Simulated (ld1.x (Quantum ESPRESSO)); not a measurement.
Plane-wave convergence, PAW potential for sulfur (S)

```json
{
 "Element": "sulfur",
 "Generator": "ld1.x (Quantum ESPRESSO) 7.5",
 "Type": "PAW",
 "Functional": "LDA (PZ)",
 "Relativity": "scalar-relativistic",
 "Frozen core": "[Ne]",
 "Valence charge": "6",
 "Reference configuration": "3s2 3p3 (charge +1)",
 "Partial waves": "3s (bound): rcut 1.10, rcutus 1.50 bohr; 3s channel at -0.15 Ry: rcut 1.10, rcutus 1.50 bohr; 3p (bound): rcut 1.30, rcutus 1.40 bohr; 3p channel at 0.6 Ry: rcut 1.30, rcutus 1.40 bohr",
 "Local potential": "all-electron potential smoothed inside 1.05 bohr (lloc = -2)",
 "Core correction": "Bessel-smoothed model core inside 1.30 bohr",
 "Augmentation charge": "PSQ, inside the norm-conserving radii"
}
```

The pseudo-atom Hamiltonian at the reference potential is diagonalised in spherical Bessel functions j_l(qr) that vanish at 20 bohr, with q² up to the cutoff. All-electron valence levels (Ry): 3s -2.0310, 3p -1.2409.

Question: How do the lowest levels (Ry) of each channel move with the cutoff, and are there ghosts?

Answer:

| cutoff (Ry) | s #1 | s #2 | p #1 | d #1 | f #1 | Σ f·Δε (mRy) |
| --- | --- | --- | --- | --- | --- | --- |
| 8 | -2.0225 | -0.3849 | -1.2068 | -0.2387 | -0.0463 | 119.7 |
| 12 | -2.0277 | -0.3863 | -1.2364 | -0.2515 | -0.0463 | 20.6 |
| 18 | -2.0307 | -0.3874 | -1.2406 | -0.2602 | -0.0463 | 2.0 |
| 25 | -2.0307 | -0.3875 | -1.2408 | -0.2634 | -0.0463 | 1.5 |
| 35 | -2.0310 | -0.3875 | -1.2408 | -0.2650 | -0.0463 | 0.8 |
| 45 | -2.0310 | -0.3875 | -1.2410 | -0.2652 | -0.0463 | 0.3 |
| 400 | -2.0311 | -0.3875 | -1.2410 | -0.2653 | -0.0463 | 0.0 |

Result: no extra level below or beside the all-electron valence levels (s, p, d, f tested); 10 mRy is reached at 15 Ry and 1 mRy at 35 Ry.
